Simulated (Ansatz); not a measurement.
Start from `CB[SiH2]S` and change one element to get `CB[SiH2]O`.

Ansatz, PBE0-D4/def2-TZVP geometries, multiplicity 1. Each molecule was computed in one conformer, which needn't be the lowest.

```
                                          property  `CB[SiH2]S`
           HOMO–LUMO gap (ωB97M-V/def2-TZVPP) / eV         9.49
             HOMO energy (ωB97M-V/def2-TZVPP) / eV        -9.48
                 LUMO energy (PBE/def2-TZVPP) / eV        -2.94
size of the dipole moment (ωB97M-V/def2-TZVPP) / D         0.77
             HOMO–LUMO gap (B3LYP/def2-TZVPP) / eV         4.89
  size of the dipole moment (B3LYP/def2-TZVPP) / D         0.77
```

(1) Give the same properties after the change, and the shifts. (Estimate.)

Results:

(1) Computed: 
```csv
property,`CB[SiH2]O`,shift
HOMO–LUMO gap (ωB97M-V/def2-TZVPP) / eV,9.83,0.34
HOMO energy (ωB97M-V/def2-TZVPP) / eV,-9.69,-0.21
LUMO energy (PBE/def2-TZVPP) / eV,-2.79,0.15
size of the dipole moment (ωB97M-V/def2-TZVPP) / D,2.17,1.40
HOMO–LUMO gap (B3LYP/def2-TZVPP) / eV,5.31,0.42
size of the dipole moment (B3LYP/def2-TZVPP) / D,2.15,1.38
```

With PBE0 the HOMO falls by 0.22 eV and the LUMO rises by 0.14 eV, so the gap widens by about 0.36 eV. PBE moves the HOMO by -0.16 eV and ωB97M-V by -0.21 eV. Dipoles are sizes alone; their direction can turn.

B3LYP here is the variant with VWN-RPA as its local correlation; programs differ in this.
